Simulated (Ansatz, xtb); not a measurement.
# A geometry optimisation of CHBI with r2SCAN-D4/def2-SVP

The starting geometry of this gas-phase doublet has its atoms placed at random.

```yaml
atoms:
  - { symbol: C, position_ang: [-0.3922, -1.1856, 1.2047] }
  - { symbol: B, position_ang: [0.8657, 0.8354, 1.2414] }
  - { symbol: I, position_ang: [-0.7513, 1.1195, -0.5276] }
  - { symbol: H, position_ang: [0.6513, -0.1957, 1.6414] }
```

Question: Guess where an optimisation with r2SCAN-D4/def2-SVP ends from this start.

Answer: It ends as `[CH]=BI`. Distances that change by over a tenth: B2–I3 (2.41 → 2.05 Å). Contacts that open: B2–H4 (1.13 → 2.44 Å). Contacts that close: C1–B2 (2.38 → 1.36 Å), C1–H4 (1.50 → 1.08 Å).

The energy falls by 6.59 eV over 25 steps:

```json
{"step": "1", "E − E(last) (eV)": "6.586"}
{"step": "4", "E − E(last) (eV)": "5.045"}
{"step": "6", "E − E(last) (eV)": "4.955"}
{"step": "9", "E − E(last) (eV)": "3.268"}
{"step": "12", "E − E(last) (eV)": "2.064"}
{"step": "14", "E − E(last) (eV)": "1.632"}
{"step": "17", "E − E(last) (eV)": "1.384"}
{"step": "20", "E − E(last) (eV)": "0.633"}
{"step": "22", "E − E(last) (eV)": "0.076"}
{"step": "25", "E − E(last) (eV)": "0.000"}
```

Final geometry (Å):

```
atom    x (Å)    y (Å)    z (Å)
   C   0.4329  -0.4846   1.4756
   B  -0.0683   0.4420   0.6109
   I  -0.8206   1.8362  -0.6873
   H   0.8296  -1.2200   2.1606
```

From the same start GFN2-xTB ends elsewhere, differing in C1–I3 (2.20 against 3.41 Å here), C1–H4 (2.58 against 1.08 Å here), B2–H4 (1.15 against 2.44 Å here).

From so rough a start the end depends on the optimiser's path, so another program may land elsewhere. The end wasn't checked by frequencies. Open shells are spin-unrestricted. Atoms past krypton carry core potentials, without spin–orbit terms. Run with Ansatz 0.2.0, 5.4 min on 1 thread of Arm Neoverse V2, with other jobs on the host.
